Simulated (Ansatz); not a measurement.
H3P2 (SMILES [PH]P), doublet, geometry from GFN2-xTB; Ansatz (a first-principles code) with HF/6-31G*.

The Ansatz input:
Ansatz 0.2 input:
```yaml
crystal:
  periodic: [false, false, false]
  atoms:
    - {symbol: P, position_ang: [0.91132207, -0.43419083, 0.44848535]}
    - {symbol: P, position_ang: [-0.83945394, 0.33421071, -0.48019854]}
    - {symbol: H, position_ang: [1.71456172, 0.57131463, -0.10152077]}
    - {symbol: H, position_ang: [-1.06154102, 1.41633629, 0.37351990]}
    - {symbol: H, position_ang: [-1.73104269, -0.48794896, 0.20369883]}
basis:
  gaussian:
    orbitals: 6-31G*
hamiltonian:
  xc: hf
magnetization: {spin_polarized: true, initial_magnetization: 1}
```

Question: Write the output that Ansatz gives for this input, abridged.

Answer: 
```
Functional definition: HF
426 factors; integrals over basis functions are off by at most 7.4e-4 eV
mean field evaluation 1: about -18588.4153 eV, gradient 8.7e0 eV
mean field evaluation 2: about -18588.4596 eV, gradient 8.7e0 eV
mean field evaluation 4: about -18589.5096 eV, gradient 1.3e0 eV
mean field evaluation 8: about -18589.5570 eV, gradient 1.3e-1 eV
mean field -18589.55832914 eV, -683.1536681407 hartree, gradient 2.2e-5 eV, S^2 0.764396; 0 other end points of the search recorded, 0 dependent functions left out
reference -18589.55832914 eV, -683.1536681407 hartree; 17, 16 occupied and 27, 28 virtual orbitals, 426 factors
Total energy: -18589.55832914 eV, -683.1536681407 hartree
```
